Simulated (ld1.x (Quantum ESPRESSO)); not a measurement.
## Which change was made? (Pd, TM)

palladium (Pd), norm-conserving Troullier–Martins (Kleinman–Bylander form), made with ld1.x (Quantum ESPRESSO) 7.5 (PBE, non-relativistic). Core [Ar] 3d10 4s2, reference 4p6 4d9 5s0 5p0 (charge +1). Waves: 5s (bound, empty): rc 2.10 bohr; 4p (bound): rc 1.60 bohr; 4d (bound): rc 1.70 bohr. Local part: all-electron potential smoothed inside 1.60 bohr (lloc = -1). Core correction: Bessel-smoothed model core inside 0.90 bohr.

Cutoffs, loose and tight: the cutoffs (Ry, on a coarse ladder) from which the occupation-weighted sum of valence levels, in a spherical-Bessel basis at the reference potential, stays within 10 and 1 mRy of its value at 400 Ry. They do not see the model core or the augmentation charge, which bear on the density cutoff. Test errors are all-electron minus pseudo excitation energies from the reference, over the configurations 4p6 4d10 5s0 5p0; 4p6 4d8 5s0 5p0; 4p6 4d7 5s0 5p0; 4p6 4d8 5s1 5p0; 4p6 4d9 5s1 5p0; 4p5 4d10 5s0 5p0; 4p6 4d9 5s0 5p1; variants that change the core or the reference have their own tests.

The base gives: outcome: generated; cutoff, loose: 60 Ry; cutoff, tight: 90 Ry; bound ghosts: s; largest test error (meV): +100.

Task: After one change the result is: outcome: generated; cutoff, loose: 55 Ry; cutoff, tight: 60 Ry; bound ghosts: none; largest test error (meV): -506. Which change was it?
A. type RRKJ; local potential the s channel; rho0 0.001
B. all radii but the core radius scaled by about 1.40 (s 2.96, p 2.24, d 2.38 bohr); local potential all-electron potential smoothed inside 2.24 bohr (lloc = -1)
C. core [Kr], valence charge 10; reference 4d10 5s0; waves now 5s (bound): rc 3.05 bohr; 5p channel at -0.1 Ry: rc 2.40 bohr; 4d (bound): rc 1.50 bohr; local potential the d channel; core correction a·sin(br)/r model core inside 1.40 bohr
D. reference 4p6 4d10 5s0

Result: A. The others give: core [Kr], valence charge 10; reference 4d10 5s0; waves now 5s (bound): rc 3.05 bohr; 5p channel at -0.1 Ry: rc 2.40 bohr; 4d (bound): rc 1.50 bohr; local potential the d channel; core correction a·sin(br)/r model core inside 1.40 bohr → outcome: generated; cutoff, loose: 70 Ry; cutoff, tight: 80 Ry; bound ghosts: s, p; largest test error (meV): -1585 | reference 4p6 4d10 5s0 → outcome: generated; cutoff, loose: 60 Ry; cutoff, tight: 90 Ry; bound ghosts: s; largest test error (meV): -133 | all radii but the core radius scaled by about 1.40 (s 2.96, p 2.24, d 2.38 bohr); local potential all-electron potential smoothed inside 2.24 bohr (lloc = -1) → outcome: generated; cutoff, loose: 45 Ry; cutoff, tight: 70 Ry; bound ghosts: s; largest test error (meV): -180.
